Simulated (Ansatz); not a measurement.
Level of theory: frozen-core CCSD(T)/cc-pVTZ // B3LYP-D3(BJ)/def2-TZVP (Ansatz, a program for electronic structure). The geometry is that of the parent before the electron was removed.

Ansatz 0.2 input:
```yaml
crystal:
  periodic: [false, false, false]
  atoms:
    - { symbol: Se, position_ang: [-1.513452, -0.766247, 0.000007] }
    - { symbol: C, position_ang: [0.000002, 0.000011, 0.0] }
    - { symbol: Se, position_ang: [1.513451, 0.766237, -0.000007] }
basis:
  gaussian: { orbitals: cc-pVTZ }
correlation:
  method: ccsd_t
total_charge: 1
magnetization:
  spin_polarized: true
  initial_magnetization: 1
```

Output:

```
Functional definition: HF
747 factors; integrals over basis functions are off by at most 6.0e-4 eV
mean field evaluation 1: about -131628.2959 eV, gradient 1.5e1 eV
mean field evaluation 2: about -131628.4222 eV, gradient 1.5e1 eV
mean field evaluation 4: about -131630.0085 eV, gradient 3.3e0 eV
mean field evaluation 8: about -131630.4506 eV, gradient 4.4e-1 eV
mean field evaluation 16: about -131630.4611 eV, gradient 2.6e-6 eV
mean field evaluation 32: about -131630.4611 eV, gradient 1.1e-8 eV
mean field evaluation 64: about -131630.4611 eV, gradient 1.1e-3 eV
mean field evaluation 96: about -131630.4611 eV, gradient 6.0e-3 eV
mean field evaluation 128: about -131630.3949 eV, gradient 7.9e-1 eV
mean field evaluation 160: about -131624.0650 eV, gradient 1.7e1 eV
mean field evaluation 192: about -131626.3975 eV, gradient 3.0e-1 eV
mean field evaluation 224: about -131629.7347 eV, gradient 2.0e0 eV
mean field evaluation 256: about -131629.3813 eV, gradient 4.3e-1 eV
mean field evaluation 288: about -131629.4078 eV, gradient 2.6e-1 eV
mean field evaluation 320: about -131629.4553 eV, gradient 5.1e-1 eV
mean field evaluation 352: about -131629.5184 eV, gradient 9.2e-1 eV
mean field evaluation 384: about -131627.0527 eV, gradient 4.1e0 eV
mean field evaluation 416: about -131627.0008 eV, gradient 4.5e-3 eV
mean field evaluation 448: about -131630.4611 eV, gradient 1.9e-3 eV
mean field evaluation 480: about -131627.8853 eV, gradient 2.0e-1 eV
mean field evaluation 512: about -131625.8752 eV, gradient 3.5e0 eV
mean field evaluation 544: about -131626.3677 eV, gradient 1.4e0 eV
mean field evaluation 576: about -131626.1613 eV, gradient 2.3e-2 eV
mean field evaluation 608: about -131625.3372 eV, gradient 1.5e0 eV
mean field evaluation 640: about -131626.4046 eV, gradient 1.7e-3 eV
mean field -131630.46112008 eV, -4837.3302238317 hartree, gradient 5.0e-9 eV, S^2 1.135921; 10 other end points of the search recorded, 0 dependent functions left out
determinant -131630.46112008 eV, -4837.3302238317 hartree, with singles and doubles -131645.32557446 eV, -4837.8764824550 hartree
determinant -131627.88717581 eV, -4837.2356331247 hartree, with singles and doubles -131642.12587164 eV, -4837.7588955452 hartree
determinant -131627.00084215 eV, -4837.2030609632 hartree, with singles and doubles -131641.75926985 eV, -4837.7454231778 hartree
19 core orbitals not correlated
reference -131630.46112008 eV, -4837.3302238317 hartree; 18, 17 occupied and 79, 80 virtual orbitals, 747 factors
second order -14.08145494 eV of doubles, -0.00000000 eV of singles
cycle   1  -14.86796320 eV  change   -3.5e-3 eV  update   3.2e-3
cycle   2  -14.87048228 eV  change   -2.5e-3 eV  update   2.0e-3
cycle   3  -14.87134954 eV  change   -8.7e-4 eV  update   1.1e-3
cycle   4  -14.87258102 eV  change   -1.2e-3 eV  update   4.9e-4
cycle   5  -14.87424012 eV  change   -1.7e-3 eV  update   1.8e-4
cycle   6  -14.87454987 eV  change   -3.1e-4 eV  update   8.9e-5
cycle   7  -14.87453790 eV  change    1.2e-5 eV  update   2.8e-5
perturbative correction -0.89982633 eV, -0.0330680076 hartree
Total energy: -131646.23548430 eV, -4837.9099210248 hartree
```

Cost: about 4 core-minutes (a rough figure).
